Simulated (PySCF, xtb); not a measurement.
CCl2F3In, SMILES F[C](F)(F)[In]([Cl])[Cl].

GFN2-xTB (xtb 6.7.1) at its own geometry gives an orbital gap of 2.89 eV and a dipole moment of 1.29 D.

Coordinates come from a B3LYP-D3(BJ)/def2-SVP optimisation. The structure was generated by enumeration; whether it is a known compound was not checked. The def2 effective core potentials stand for the cores of In; spin–orbit coupling is left out.

Problem. What does PBE/def2-TZVP (PySCF) give? (The exact figures need the calculation; the answer reports its results.)

Solution. gap 4.08 eV (levels -7.62 and -3.54 eV), dipole 1.07 D.
